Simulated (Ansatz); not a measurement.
Problem. Name a neutral molecule of C, F, O, V and H with HOMO–LUMO gap (B3LYP/def2-TZVPP) between 5.45 and 5.75 eV and HOMO energy (B3LYP/def2-TZVPP) between -8.90 and -8.60 eV (Ansatz, PBE0-D4/def2-TZVP geometry).

Solution. `[CH3][V](=[O])([OH])[F]` (5.50 eV, -8.74 eV). Other molecules can fit too; these were computed, each in one conformer that needn't be the lowest.

B3LYP here is the variant with VWN-RPA as its local correlation; programs differ in this.
